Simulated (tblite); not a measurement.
Compound: C₂H₅F₃SSi.
Atom-mapped SMILES: `[CH3:1][C:2]([F:3])([F:4])[Si@@H:5]([F:6])[SH:7]` (hydrogens: H8, H9, H10 on C1; H11 on Si5; H12 on S7)

Computed geometry: GFN2-xTB, gas phase.

Q: Give the optimised bond lengths and angles.

A: 
| bond | length (Å) |
| --- | --- |
| C1–C2 | 1.515 |
| C2–F3 | 1.372 |
| C2–F4 | 1.380 |
| C2–Si5 | 1.937 |
| Si5–F6 | 1.605 |
| Si5–S7 | 2.127 |
| C1–H8, C1–H9, C1–H10 | 1.087 |
| Si5–H11 | 1.445 |
| S7–H12 | 1.327 |

Bonds in one row agree within 0.01 Å and their mean is given. A selection of angles:
| angle | degrees |
| --- | --- |
| C2–C1–H8 | 109.6 |
| H8–C1–H9 | 109.5 |
| C1–C2–F3 | 109.6 |
| C1–C2–F4 | 109.2 |
| C1–C2–Si5 | 115.7 |
| F3–C2–F4 | 103.8 |
| F3–C2–Si5 | 108.6 |
| F4–C2–Si5 | 109.3 |
| C2–Si5–F6 | 104.8 |
| C2–Si5–S7 | 109.4 |
| C2–Si5–H11 | 111.6 |
| F6–Si5–S7 | 107.1 |
| F6–Si5–H11 | 106.9 |
| S7–Si5–H11 | 116.3 |
| Si5–S7–H12 | 96.2 |

Dihedral angles: C1–C2–Si5–F6 -35° (synclinal); H12–S7–Si5–C2 38° (synclinal).

Si5 (fluorine-bound silicon) is distorted tetrahedral (angles from 104.8° to 116.3°). Of the pairs four or more bonds apart, F4···H12 is among the closest relative to their van der Waals radii: 2.66 Å, 100 % of the sum of Bondi's values.

Point group: C1 (no symmetry element, even within 0.4 Å). Its GFN2-xTB frequencies are all real (lowest 29 cm⁻¹). The numbers are those of one conformer (C1–C2–Si5–F6 -35°, C2–Si5–S7–H 38°).

On an Arm Neoverse N1 with one thread, shared host, this took 1.5 s. This is the geometry optimisation.
